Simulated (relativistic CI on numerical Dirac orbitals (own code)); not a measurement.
Hyperfine structure of Au LXX, mass number 197

Method of calculation: Dirac-Coulomb-Breit CI, KLI orbitals optimised for each configuration, a model potential for QED, unscaled Slater integrals (own radial code, finite nucleus).

Configurations in the expansion (outside the closed core 1s2): 2s²2p⁶, 2s²2p⁵3s, 2s²2p⁵3p, 2s²2p⁵3d, 2s2p⁶3s, 2s2p⁶3p, 2s2p⁶3d, 2s²2p⁵4s, 2s²2p⁵4p, 2s²2p⁵4d, 2s²2p⁵4f, 2s²2p⁴3s², 2s²2p⁴3s3p, 2s2p⁶4s, 2s²2p⁴3s3d, 2s²2p⁴3p². Levels of other configurations are missing.

Nuclear spin I = 3/2, μ = 0.1452 μN, Q = 0.547 b (tables of Stone and Pyykkö). The electronic factors are computed for point nuclear moments, without core polarisation or the Bohr-Weisskopf and QED corrections.

```csv
Level,E (eV),A (GHz),B (GHz)
2s²2p⁵3s ³P°2,9493.5,283.2,-1100
2s²2p⁵3s ¹P°1,9502.9,-88.23,-544
2s²2p⁵3p ³D2,9660.6,143.4,-1100
2s²2p⁵3p ³D3,10176.6,62.74,-775
2s²2p⁵3p ¹P1,10177.3,63.27,302
2s²2p⁵3p ³P2,10191.1,62.75,-0.837
2s²2p⁵3d ³P°1,10360.7,53.91,403
2s²2p⁵3d ³F°3,10360.7,56.43,-1050
```

Levels with J = 0, under 50 % of one LS term, or S terms without an open s electron are left out. Small factors come from cancelling terms and can be off by tens of per cent or more.

At this charge energies of transitions that change n are usually good to better than 1 %, and those within a shell (Δn = 0) to a few per cent.

(1) Give the hyperfine levels of 2s²2p⁵3s ³P°2 relative to its centre of gravity.

Answers

(1) With K = F(F + 1) − I(I + 1) − J(J + 1), E = AK/2 + B[¾K(K + 1) − I(I + 1)J(J + 1)]/[2I(2I − 1)J(2J − 1)]: F = 1/2: -2240, F = 3/2: -849.7, F = 5/2: 547.7, F = 7/2: 573.9 GHz.

LS names give the leading component of a level, which can be under half, so a name can repeat, a term be missing and a line seem to break the LS rules.
